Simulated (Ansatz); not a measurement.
A CCSD(T) single point on CH$_{5}$AlN$_{2}$O, SMILES `[OH][Al]1[NH]C[NH]1`.

```yaml
crystal:
  periodic: [false, false, false]
  atoms:
    - {symbol: O, position_ang: [0.958484, -0.149210, -2.539496]}
    - {symbol: Al, position_ang: [0.380742, -0.061902, -0.960897]}
    - {symbol: N, position_ang: [0.953339, -0.438157, 0.666279]}
    - {symbol: C, position_ang: [-0.327324, 0.018479, 1.217504]}
    - {symbol: N, position_ang: [-1.034563, 0.410295, -0.008175]}
    - {symbol: H, position_ang: [0.486175, 0.083344, -3.334809]}
    - {symbol: H, position_ang: [1.521701, -1.043754, 1.226426]}
    - {symbol: H, position_ang: [-0.849862, -0.787167, 1.755185]}
    - {symbol: H, position_ang: [-0.202360, 0.869655, 1.903835]}
    - {symbol: H, position_ang: [-1.803234, 1.047419, 0.077148]}
basis:
  gaussian: {orbitals: def2-TZVPP}
correlation: {method: ccsd_t}
output: {orbitals: {seedname: orbitals}}
```

```sh
$ ansatz run in.yaml --threads 4 --pin off --events-out ev --progress --plain
```

The program prints (abridged):

```
Functional definition: HF
1430 factors; integrals over basis functions are off by at most 8.3e-4 eV
mean field evaluation 1: about -12691.6974 eV, gradient 5.7e1 eV
mean field evaluation 2: about -12691.8992 eV, gradient 5.7e1 eV
mean field evaluation 4: about -12698.0812 eV, gradient 3.6e0 eV
mean field evaluation 8: about -12698.1543 eV, gradient 3.4e-1 eV
mean field -12698.15479863 eV, -466.6485817311 hartree, gradient 2.5e-6 eV, S^2 0.000000; 0 other end points of the search recorded, 0 dependent functions left out
9 core orbitals not correlated: weight in the atoms' cores, before any rotation towards them, 1.000 or more for the frozen orbitals, at most 0.000 for the correlated occupied ones
reference -12698.15479863 eV, -466.6485817311 hartree; 14, 14 occupied and 213, 213 virtual orbitals, 1430 factors
second order -24.49723423 eV of doubles, -0.00000000 eV of singles
cycle   1  -24.40125246 eV  change    9.6e-2 eV  update   1.0e-1
cycle   2  -24.93312297 eV  change   -5.3e-1 eV  update   2.9e-2
cycle   3  -25.05946237 eV  change   -1.3e-1 eV  update   1.5e-2
cycle   4  -25.04513328 eV  change    1.4e-2 eV  update   3.7e-3
cycle   5  -25.04464127 eV  change    4.9e-4 eV  update   1.8e-3
cycle   6  -25.04528801 eV  change   -6.5e-4 eV  update   5.3e-4
cycle   7  -25.04481727 eV  change    4.7e-4 eV  update   2.0e-4
cycle   8  -25.04475361 eV  change    6.4e-5 eV  update   6.8e-5
cycle   9  -25.04477421 eV  change   -2.1e-5 eV  update   2.8e-5
perturbative correction -1.00483087 eV, -0.0369268533 hartree
Total energy: -12724.20440370 eV, -467.6058870606 hartree
```

It took 67 s on 4 threads of a server CPU on a shared host, with 4.4 GiB of host memory at the peak.

MP2 recovers 94.0 % of the CCSD(T) correlation energy and the triples give 3.9 %; T1 = 0.0120.
